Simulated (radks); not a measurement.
As3+, 30 electrons, occupied as [Ar] 3d9 4s1 4p2 (not the ground configuration). All-electron calculation, Dirac Kohn-Sham, LDA (Slater exchange, Perdew-Wang correlation), spin-unpolarised, spherical densities, finite nucleus; open shells fill j = l - 1/2 first; Fermi nuclear charge, rms radius 4.0968 fm. Program: a radial shooting solver on a logarithmic mesh with Libxc functionals.

Unscreened Slater integrals over Kohn-Sham orbitals (eV). Large and small components are both included. Empty in this configuration: 4p3/2.

\begin{tabular}{lr}
integral & value \\ \hline
F0(4p1/2,4p1/2) & 13.006 \\
F0(4p1/2,4s1/2) & 13.757 \\
G1(4p1/2,4s1/2) & 9.3144 \\
F0(4p1/2,3d5/2) & 16.720 \\
G3(4p1/2,3d5/2) & 1.2566 \\
F0(4p1/2,3d3/2) & 16.731 \\
G1(4p1/2,3d3/2) & 1.3615 \\
F0(4p1/2,4p3/2) & 12.921 \\
G2(4p1/2,4p3/2) & 6.8645 \\
F0(4s1/2,4s1/2) & 14.687 \\
F0(4s1/2,3d5/2) & 18.574 \\
G2(4s1/2,3d5/2) & 1.7805 \\
F0(4s1/2,3d3/2) & 18.588 \\
G2(4s1/2,3d3/2) & 1.7616 \\
F0(4s1/2,4p3/2) & 13.652 \\
G1(4s1/2,4p3/2) & 9.1772 \\
F0(3d5/2,3d5/2) & 38.563 \\
F2(3d5/2,3d5/2) & 18.348 \\
F4(3d5/2,3d5/2) & 11.518 \\
F0(3d5/2,3d3/2) & 38.680 \\
F2(3d5/2,3d3/2) & 18.399 \\
G2(3d5/2,3d3/2) & 18.367 \\
G4(3d5/2,3d3/2) & 11.530 \\
F0(3d5/2,4p3/2) & 16.525 \\
F2(3d5/2,4p3/2) & 3.7286 \\
G1(3d5/2,4p3/2) & 1.3253 \\
G3(3d5/2,4p3/2) & 1.2178 \\
F0(3d3/2,3d3/2) & 38.799 \\
F2(3d3/2,3d3/2) & 18.451 \\
F0(3d3/2,4p3/2) & 16.536 \\
F2(3d3/2,4p3/2) & 3.7081 \\
G1(3d3/2,4p3/2) & 1.3126 \\
G3(3d3/2,4p3/2) & 1.2071 \\
F0(4p3/2,4p3/2) & 12.839 \\
F2(4p3/2,4p3/2) & 6.8265 \\
\end{tabular}
